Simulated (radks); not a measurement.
Q: These are the eigenvalues of the occupied orbitals of an atom or ion with whole-number occupations (Ry). Method: non-relativistic Kohn-Sham, LDA (Slater exchange, Perdew-Wang correlation), spin-unpolarised, spherical densities, point nucleus; computed with a radial shooting solver on a logarithmic mesh with Libxc functionals.

1s: -4.37988

Which element is it, and in what charge state? The configuration may be excited.

A: Z = 3, lithium, charge +1: Li+ in [He]. The 1s level, -2.1899 hartree, gives Z - s = 2.1 by -(Z - s)^2/2, which with screening narrows Z to a few neighbours, and the depths must fix Z and the occupations together.
